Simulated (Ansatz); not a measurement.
AlBFGaH$_{7}$NSi, SMILES `B[N]([SiH3])[Al]([F])[GaH2]`. Total charge 0; spin multiplicity 1. Geometry: relaxed with PBE0-D4/def2-TZVP. It is one conformer, not always the lowest.

```xyz
13

B    -1.796   -0.243   -1.489
N    -0.677   -0.148   -0.626
Si   -0.707    1.002    0.670
Al    0.844   -1.150   -0.747
F     0.943   -2.265   -1.957
Ga    2.310   -0.389    1.112
H    -2.752    0.470   -1.317
H    -1.794   -1.033   -2.390
H     0.618    0.878    1.412
H    -1.756    0.724    1.679
H    -0.775    2.408    0.208
H     2.222   -1.054    2.534
H     3.320    0.800    0.911
```

(1) What is the dipole moment at ωB97M-V/def2-TZVPP? (An estimate is asked.)

(2) And with PBE, r2SCAN, B3LYP? (An estimate is asked.)

(3) Give the Mulliken charges with ωB97M-V, PBE, B3LYP in def2-TZVPP. (Best estimate.)

## Answers

(1) Computed: 1.42 D, with components (-0.20, 0.99, 1.00) D in this frame, pointing from negative to positive charge.

(2) The calculation gave: PBE 1.55 D, r2SCAN 1.47 D, B3LYP 1.51 D.

(3) Computed: 
```json
{"atom": "B1", "ωB97M-V": "-0.17", "PBE": "-0.14", "B3LYP": "-0.13"}
{"atom": "N2", "ωB97M-V": "-0.24", "PBE": "-0.06", "B3LYP": "-0.16"}
{"atom": "Si3", "ωB97M-V": "0.27", "PBE": "0.28", "B3LYP": "0.35"}
{"atom": "Al4", "ωB97M-V": "0.54", "PBE": "0.48", "B3LYP": "0.56"}
{"atom": "F5", "ωB97M-V": "-0.34", "PBE": "-0.31", "B3LYP": "-0.35"}
{"atom": "Ga6", "ωB97M-V": "-0.04", "PBE": "-0.05", "B3LYP": "-0.01"}
{"atom": "H7", "ωB97M-V": "0.04", "PBE": "-0.01", "B3LYP": "0.00"}
{"atom": "H8", "ωB97M-V": "0.08", "PBE": "0.03", "B3LYP": "0.05"}
{"atom": "H9", "ωB97M-V": "-0.09", "PBE": "-0.07", "B3LYP": "-0.11"}
{"atom": "H10", "ωB97M-V": "0.00", "PBE": "-0.04", "B3LYP": "-0.04"}
{"atom": "H11", "ωB97M-V": "0.00", "PBE": "-0.04", "B3LYP": "-0.04"}
{"atom": "H12", "ωB97M-V": "-0.02", "PBE": "-0.04", "B3LYP": "-0.05"}
{"atom": "H13", "ωB97M-V": "-0.02", "PBE": "-0.04", "B3LYP": "-0.05"}
```

B3LYP here is the variant with VWN-RPA as its local correlation; programs differ in this.
